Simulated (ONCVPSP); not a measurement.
# beryllium (Be), ONCV: configuration errors across variants

```json
{
 "Element": "Be",
 "Generator": "ONCVPSP 4.0.1",
 "Type": "optimised norm-conserving Vanderbilt (ONCV)",
 "Functional": "LDA (Perdew-Zunger)",
 "Relativity": "scalar-relativistic",
 "Frozen core": "none",
 "Valence charge": "4",
 "Reference configuration": "1s2 2s2",
 "Partial waves": "1s+2s: rc 0.70 bohr, ncon 4, nbas 7, qcut 16.6 1/bohr, 3 projectors, debl 3.2 Ha; p scattering state at 0.44 Ha: rc 0.65 bohr, ncon 4, nbas 8, qcut 12.9 1/bohr, 3 projectors, debl 2.4 Ha; d scattering state at 0.39 Ha: rc 0.70 bohr, ncon 4, nbas 9, qcut 13.7 1/bohr, 2 projectors, debl 2.1 Ha",
 "Local potential": "polynomial inside 0.65 bohr (lpopt 5, dvloc0 0 Ha)",
 "Core correction": "none"
}
```

All-electron excitation energies from the reference (eV): (1) 1s2 2s1 9.520; (2) 1s2 2s0 27.298; (3) 1s2 2s1.5 3.752; (4) 1s2 2s0 2p1 13.334.

A true bound ghost makes a file unfit for plane-wave use even where its test errors are small: the radial tests pick states by their node count and pass the ghost by.

Errors AE − PS in meV (a dash: test not solved or not reliable):

| change | (1) | (2) | (3) | (4) | bound ghosts | GHOST(+) flags above zero |
| --- | --- | --- | --- | --- | --- | --- |
| base | +0.3 | +2.4 | +0.1 | +3.9 | none | p |
| s: qcut 10.5; p: qcut 8.2; d: qcut 8.7 | +0.3 | +3.4 | 0.0 | +4.2 | p | s, d |
| s: qcut 12.9; p: qcut 10; d: qcut 10.6 | +0.4 | +3.2 | +0.1 | – | none | p |
| s: qcut 17; p: qcut 13.2; d: qcut 14 | +0.3 | +2.4 | +0.1 | +3.8 | none | p |
| s: qcut 18.9; p: qcut 14.7; d: qcut 15.6 | +0.3 | +2.1 | 0.0 | +3.2 | none | p |
| s: qcut 20.3; p: qcut 15.8; d: qcut 16.8 | +0.2 | +1.9 | 0.0 | +3.0 | none | p |
| s: qcut 22; p: qcut 17.1; d: qcut 18.2 | +0.2 | +1.6 | 0.0 | +2.7 | none | none |
| s: qcut 24.2; p: qcut 18.8; d: qcut 20 | +0.2 | +1.4 | 0.0 | +2.6 | none | none |

**Question.** Give the same row for: s: qcut 14.1; p: qcut 11; d: qcut 11.6.

**Answer.** +0.4, +2.9, +0.1, –; bound ghosts: none; GHOST(+) flags above zero: p.
